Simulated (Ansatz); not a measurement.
Computed with Ansatz on PBE0-D4/def2-TZVP structures; ΔE is electronic, products minus reactants. CCSD(T)/CBS adds triple-zeta CCSD(T) − MP2 to the extrapolated MP2 energy (def2 sets, frozen cores). DFT in def2-TZVPP. B3LYP here is the variant with VWN-RPA as its local correlation; programs differ in this. For Mg outer-core shells are correlated without core-valence functions, which leaves a few kJ/mol of doubt a bond. One conformer a species, not always the lowest.

`C[S][MgH]` + `[NH2][AlH][C](=O)O[SiH3]` → `C[S][Mg][O][SiH3]` + `[NH2][AlH][CH]=O`  (redistribution)

| level | ΔE (eV) |
| --- | --- |
| r2SCAN-D4 | -0.96 |
| B3LYP | -1.07 |

Problem. What does CCSD(T)/CBS give? (Estimate.)

Solution. Ansatz gave: -1.19 eV. The listed levels differ from it by 0.23, 0.12 eV.

Largest T1 diagnostic among the species: 0.016.

From PBE to PBE0 (25 % exact exchange), in def2-TZVPP and without D4, ΔE moves by −0.07 eV. The D4 term adds +0.07 eV with B3LYP and +0.04 eV with PBE0; it sums over pairs of atoms, weighted by their polarisabilities, and B3LYP, whose exchange is more repulsive, gets the larger term.
